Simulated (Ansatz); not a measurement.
Reaction (formal exchange of groups at the Al–O bond): `[CH3][AlH][O][SiH2]O` + `C#COCCS` → `C#CO[CH2][AlH][CH3]` + `O[SiH2]OCS`

Computed with Ansatz on PBE0-D4/def2-TZVP structures; ΔE is electronic, products minus reactants. CCSD(T)/CBS is the MP2 limit (def2-TZVPP, def2-QZVPP) plus CCSD(T) − MP2 in def2-TZVPP, frozen cores. DFT in def2-TZVPP. Each species was taken in one conformer, which may not be the lowest.

`[CH3][AlH][O][SiH2]O`:

Cartesian coordinates in Å:
```
C -0.526 1.667 1.951
Al 0.137 -0.021 1.261
O -0.044 -0.385 -0.378
Si 0.005 -0.787 -1.943
O 1.337 -1.667 -2.330
H -0.756 2.381 1.156
H -1.443 1.511 2.530
H 0.195 2.130 2.632
H 0.829 -1.128 2.157
H 0.107 0.428 -2.782
H -1.227 -1.562 -2.251
H 1.387 -2.566 -2.003
```

`C#COCCS`:

```xyz
12

C    -1.974    1.496   -1.240
C    -1.373    1.273   -0.225
O    -0.736    1.056    0.877
C    -0.047   -0.211    0.942
C     1.166   -0.218    0.043
S     2.074   -1.775    0.165
H    -2.516    1.710   -2.128
H     0.236   -0.326    1.988
H    -0.748   -1.005    0.670
H     0.887   -0.019   -0.992
H     1.869    0.558    0.354
H     1.162   -2.540   -0.455
```

`C#CO[CH2][AlH][CH3]`:

Z-matrix (Å, degrees):
```
Al
C 1 2.390
C 1 2.052 2 88.2
C 1 1.956 2 103.7 3 117.4
C 1 2.390 2 29.5 3 1.3
H 1 1.592 2 101.0 3 -116.2
H 2 1.065 1 117.5 3 177.4
O 3 1.516 1 102.4 2 2.2
H 3 1.091 1 117.4 2 -111.9
H 3 1.091 1 117.1 2 115.8
H 4 1.094 1 112.3 2 -56.4
H 4 1.094 1 112.1 2 65.0
H 4 1.096 1 110.5 2 -176.2
```

`O[SiH2]OCS`:

Cartesian coordinates in Å:
```
O 1.770 0.494 1.124
Si 0.652 -0.699 1.090
O -0.837 -0.194 0.574
C -1.172 -0.071 -0.768
S -0.113 1.063 -1.724
H 1.940 0.913 0.276
H 0.474 -1.143 2.484
H 1.070 -1.798 0.177
H -1.083 -1.024 -1.302
H -2.204 0.273 -0.837
H -0.497 2.186 -1.094
```

```csv
level,ΔE (kJ/mol)
ωB97X-V,195.1
B2PLYP,212.1
r2SCAN,190.1
HF/def2-TZVPP,240.0
```

What does CCSD(T)/CBS give? (Estimate.)

Computed: +205.6 kJ/mol. The listed levels differ from it by -10.5, 6.5, -15.5, 34.4 kJ/mol.

Largest T1 diagnostic among the species: 0.013.

From PBE to PBE0 (25 % exact exchange), in def2-TZVPP and without D4, ΔE moves by +10.3 kJ/mol. The D4 term adds −10.4 kJ/mol with B3LYP and −5.3 kJ/mol with PBE0; it sums over pairs of atoms, weighted by their polarisabilities, and B3LYP, whose exchange is more repulsive, gets the larger term. In def2-TZVPP, CCSD(T) changes the Hartree–Fock value by −36.4 kJ/mol (the triples alone add −9.2 kJ/mol) and MP2 by −29.3 kJ/mol.

B3LYP here is the variant with VWN-RPA as its local correlation; programs differ in this.
